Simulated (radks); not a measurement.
Values are calculated unless marked as measured or tabulated.
Task: Species: Tb57+. Configuration: [He] 2s2 2p3 5p1 (not the ground configuration). Code: a radial shooting solver on a logarithmic mesh with Libxc functionals. Model: scalar-relativistic Kohn-Sham, PBE, spin-polarised, spherical densities, finite nucleus; open shells are filled with parallel spins first (spin-orbit coupling, left out, can overturn this in heavy ions); Fermi nuclear charge, rms radius 5.06 fm. Some entries of the table are withheld. Estimate them.

| orbital | occ. | eigenvalue (hartree) | <r> (bohr) | <r^2> (bohr^2) |
|---|---|---|---|---|
| 1s up | 1 | -2109.384 | 0.02146 | 0.0006287 |
| 1s down | 1 | -2107.658 | 0.02145 | 0.0006277 |
| 2s up | 1 | -495.9469 | 0.08845 | (1) |
| 2s down | 1 | -492.9933 | 0.08868 | (2) |
| 2p up | 3 | -464.9559 | 0.07749 | 0.007277 |
| 2p down | 0 | -461.4831 | 0.07774 | 0.007329 |
| 5p up | 1 | -69.82266 | 0.6019 | (3) |

Result: 
(1) 2s up <r^2> (bohr^2): 0.009206
(2) 2s down <r^2> (bohr^2): 0.009254
(3) 5p up <r^2> (bohr^2): 0.4080
